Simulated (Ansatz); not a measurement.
C2H7NSi2 can be A, `C1=N[SiH2]C[SiH2]1`, or B, `CC1=N[SiH2][SiH2]1`.

Program: Ansatz. Geometries: PBE0-D4/def2-TZVP. ΔE: electronic, gas phase. CCSD(T)/CBS is the MP2 limit (def2-TZVPP, def2-QZVPP) plus CCSD(T) − MP2 in def2-TZVPP, frozen cores. Functionals use def2-TZVPP. B3LYP here is the variant with VWN-RPA as its local correlation; programs differ in this.

(1) Which isomer does CCSD(T)/CBS put lower? Give the gap. (An estimate is asked.)

(2) Give E(B) − E(A) in kcal/mol with r2SCAN-D4, B3LYP-D4, HF/def2-TZVPP, ωB97M-V, CCSD(T)/def2-TZVPP, CCSD/def2-TZVPP, B2PLYP. (An estimate is asked.)

Largest T1 diagnostic: 0.014.

Answers

(1) Ansatz gave: A, by 23.3 kcal/mol.

(2) Computed: r2SCAN-D4 22.4, B3LYP-D4 22.5, HF/def2-TZVPP 24.4, ωB97M-V 24.1, CCSD(T)/def2-TZVPP 22.9, CCSD/def2-TZVPP 23.4, B2PLYP 22.7. None reverses the order clearly.

From PBE to PBE0 (25 % exact exchange), in def2-TZVPP and without D4, E(B) − E(A) moves by +1.8 kcal/mol. The D4 term adds +0.8 kcal/mol with B3LYP and +0.4 kcal/mol with PBE0; it sums over pairs of atoms, weighted by their polarisabilities, and B3LYP, whose exchange is more repulsive, gets the larger term.
